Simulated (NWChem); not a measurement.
Program: NWChem. System: H4F2Ga2, charge 0, spin multiplicity 1, at a geometry optimised with PBE0/def2-SVP. The structure started from a generated list of species. Level: BHandHLYP/def2-TZVP.

The NWChem input:

```
start mol
memory heap 200 mb stack 900 mb global 1100 mb
geometry units angstroms nocenter noautoz
  Ga     0.000000     0.000000    -1.502801
  Ga     0.000000     0.000000     1.502801
  F     -1.234547     0.000000     0.000000
  H      0.000000     1.436367    -2.098836
  H      0.000000    -1.436367    -2.098836
  F      1.234547     0.000000     0.000000
  H      0.000000     1.436367     2.098836
  H      0.000000    -1.436367     2.098836
  symmetry group D2h
end
basis spherical
  * library def2-tzvp
end
dft
  xc bhlyp
  semidirect memsize 60000000 filesize 0
  iterations 100
end
task dft energy
```

Part of the output:

```
             Northwest Computational Chemistry Package (NWChem) 7.3.0
             --------------------------------------------------------

                                NWChem Input Module
                                -------------------

 Scaling coordinates for geometry "geometry" by  1.889725989
 (inverse scale =  0.529177249)

 Turning off AUTOSYM since
 SYMMETRY directive was detected!

                             Geometry "geometry" -> ""
                             -------------------------

 Output coordinates in angstroms (scale by  1.889725989 to convert to a.u.)

  No.       Tag          Charge          X              Y              Z
 ---- ---------------- ---------- -------------- -------------- --------------
    1 Ga                  31.0000     0.00000000     0.00000000    -1.50280100
    2 Ga                  31.0000     0.00000000     0.00000000     1.50280100
    3 F                    9.0000    -1.23454700     0.00000000     0.00000000
    4 H                    1.0000     0.00000000     1.43636700    -2.09883600
    5 H                    1.0000     0.00000000    -1.43636700    -2.09883600
    6 F                    9.0000     1.23454700     0.00000000     0.00000000
    7 H                    1.0000     0.00000000     1.43636700     2.09883600
    8 H                    1.0000     0.00000000    -1.43636700     2.09883600

 Effective nuclear repulsion energy (a.u.)     563.6314543318

            Nuclear Dipole moment (a.u.)
            ----------------------------
        X                 Y               Z
 ---------------- ---------------- ----------------
     0.0000000000     0.0000000000     0.0000000000

      Symmetry information
      --------------------

 Group name             D2h
 Group number             26
 Group order               8
 No. of unique centers     3

      Symmetry unique atoms

     1    3    4


 Summary of "ao basis" -> "" (spherical)
 ------------------------------------------------------------------------------
       Tag                 Description            Shells   Functions and Types
 ---------------- ------------------------------  ------  ---------------------
 *                         def2-tzvp                  on all atoms

                                 NWChem DFT Module
                                 -----------------

 Summary of "ao basis" -> "ao basis" (spherical)
 ------------------------------------------------------------------------------
       Tag                 Description            Shells   Functions and Types
 ---------------- ------------------------------  ------  ---------------------
 Ga                        def2-tzvp                16       48   6s5p4d1f
 F                         def2-tzvp                11       31   5s3p2d1f
 H                         def2-tzvp                 4        6   3s1p

 Summary of "ao basis" -> "ao basis" (spherical)
 ------------------------------------------------------------------------------
       Tag                 Description            Shells   Functions and Types
 ---------------- ------------------------------  ------  ---------------------
 Ga                        def2-tzvp                16       48   6s5p4d1f
 F                         def2-tzvp                11       31   5s3p2d1f
 H                         def2-tzvp                 4        6   3s1p

      Symmetry analysis of basis
      --------------------------

        ag         40
        au          9
        b1g        13
        b1u        33
[...]
 d= 0,ls=0.0,diis     6  -4051.8771499287 -6.88D-06  5.24D-06  1.49D-06     4.7
 d= 0,ls=0.0,diis     7  -4051.8771500928 -1.64D-07  9.61D-07  5.06D-08     5.0

         Total DFT energy =    -4051.877150092781
      One electron energy =    -6776.192337202738
           Coulomb energy =     2333.360902224265
    Exchange-Corr. energy =     -172.677169446086
 Nuclear repulsion energy =      563.631454331777

 Numeric. integr. density =       83.999933611502

     Total iterative time =      4.0s

                  Occupations of the irreducible representations
                  ----------------------------------------------

                     irrep           alpha         beta
                     --------     --------     --------
                     ag               11.0         11.0
                     au                1.0          1.0
                     b1g               2.0          2.0
                     b1u               9.0          9.0
                     b2g               4.0          4.0
                     b2u               5.0          5.0
                     b3g               4.0          4.0
                     b3u               6.0          6.0

                       DFT Final Molecular Orbital Analysis
                       ------------------------------------

 Vector   40  Occ=2.000000D+00  E=-4.338579D-01  Symmetry=b1u
              MO Center= -1.3D-14, -5.1D-14, -9.1D-14, r^2= 5.5D+00
   Bfn.  Coefficient  Atom+Function         Bfn.  Coefficient  Atom+Function
  ----- ------------  ---------------      ----- ------------  ---------------
     5      0.247785  1 Ga s                 53     -0.247785  2 Ga s
   104      0.185412  3 F  pz               147      0.185412  6 F  pz
   107      0.156997  3 F  pz               150      0.156997  6 F  pz
    18     -0.142656  1 Ga pz                66     -0.142656  2 Ga pz
   129      0.118751  4 H  s                135      0.118751  5 H  s

 Vector   41  Occ=2.000000D+00  E=-3.778170D-01  Symmetry=b3g
              MO Center=  1.4D-16,  3.8D-14,  4.5D-13, r^2= 6.5D+00
   Bfn.  Coefficient  Atom+Function         Bfn.  Coefficient  Atom+Function
  ----- ------------  ---------------      ----- ------------  ---------------
    17      0.240986  1 Ga py                65     -0.240986  2 Ga py
   129      0.163410  4 H  s                135     -0.163410  5 H  s
   172     -0.163410  7 H  s                178      0.163410  8 H  s
   130      0.124437  4 H  s                136     -0.124437  5 H  s
   173     -0.124437  7 H  s                179      0.124437  8 H  s

 Vector   42  Occ=2.000000D+00  E=-3.691387D-01  Symmetry=b2u
              MO Center= -1.5D-15,  3.5D-15, -4.4D-13, r^2= 6.2D+00
   Bfn.  Coefficient  Atom+Function         Bfn.  Coefficient  Atom+Function
  ----- ------------  ---------------      ----- ------------  ---------------
    17      0.224420  1 Ga py                65      0.224420  2 Ga py
   129      0.154604  4 H  s                135     -0.154604  5 H  s
   172      0.154604  7 H  s                178     -0.154604  8 H  s
   130      0.151557  4 H  s                136     -0.151557  5 H  s
   173      0.151557  7 H  s                179     -0.151557  8 H  s

 Vector   43  Occ=0.000000D+00  E=-2.211626D-03  Symmetry=b3u
              MO Center= -4.8D-16, -1.4D-16,  1.6D-15, r^2= 7.6D+00
   Bfn.  Coefficient  Atom+Function         Bfn.  Coefficient  Atom+Function
  ----- ------------  ---------------      ----- ------------  ---------------
    19      0.543287  1 Ga px                67      0.543287  2 Ga px
    16      0.245006  1 Ga px                64      0.245006  2 Ga px
   101      0.197465  3 F  s                144     -0.197465  6 F  s
    10     -0.109125  1 Ga px                58     -0.109125  2 Ga px
    40      0.098310  1 Ga d  1              88     -0.098310  2 Ga d  1

 Vector   44  Occ=0.000000D+00  E= 3.869065D-02  Symmetry=b2g
              MO Center= -1.8D-14, -3.2D-15, -2.8D-16, r^2= 8.5D+00
   Bfn.  Coefficient  Atom+Function         Bfn.  Coefficient  Atom+Function
  ----- ------------  ---------------      ----- ------------  ---------------
    19      0.761539  1 Ga px                67     -0.761539  2 Ga px
    16      0.207786  1 Ga px                64     -0.207786  2 Ga px
   110     -0.179350  3 F  pz               153      0.179350  6 F  pz
   104     -0.116134  3 F  pz               147      0.116134  6 F  pz
   107     -0.090711  3 F  pz               150      0.090711  6 F  pz

 Vector   45  Occ=0.000000D+00  E= 3.989696D-02  Symmetry=ag
              MO Center= -6.1D-14, -9.1D-16, -8.6D-13, r^2= 8.0D+00
   Bfn.  Coefficient  Atom+Function         Bfn.  Coefficient  Atom+Function
  ----- ------------  ---------------      ----- ------------  ---------------
    21      0.775313  1 Ga pz                69     -0.775313  2 Ga pz
   101     -0.439218  3 F  s                144     -0.439218  6 F  s
   130      0.238195  4 H  s                136      0.238195  5 H  s
   173      0.238195  7 H  s                179      0.238195  8 H  s
     6     -0.213112  1 Ga s                 54     -0.213112  2 Ga s

 center of mass
 --------------
 x =   0.00000000 y =   0.00000000 z =   0.00000000

 moments of inertia (a.u.)
 ------------------
        1204.879256900439           0.000000000000           0.000000000000
           0.000000000000        1381.982566259179           0.000000000000
           0.000000000000           0.000000000000         236.505658956316

     Multipole analysis of the density
     ---------------------------------

     L   x y z        total         alpha         beta         nuclear
     -   - - -        -----         -----         ----         -------
     0   0 0 0      0.000000    -42.000000    -42.000000     84.000000

     1   1 0 0      0.000000      0.000000      0.000000      0.000000
     1   0 1 0      0.000000      0.000000      0.000000      0.000000
     1   0 0 1     -0.000000     -0.000000     -0.000000      0.000000

     2   2 0 0    -33.959040    -65.963654    -65.963654     97.968269
     2   1 1 0     -0.000000     -0.000000     -0.000000      0.000000
     2   1 0 1     -0.000000     -0.000000     -0.000000      0.000000
     2   0 2 0    -36.141089    -32.805828    -32.805828     29.470568
     2   0 1 1      0.000000      0.000000      0.000000      0.000000
     2   0 0 2    -31.288248   -297.118846   -297.118846    562.949444

 Task  times  cpu:        5.0s     wall:        5.0s

 Total times  cpu:        5.0s     wall:        5.0s
```
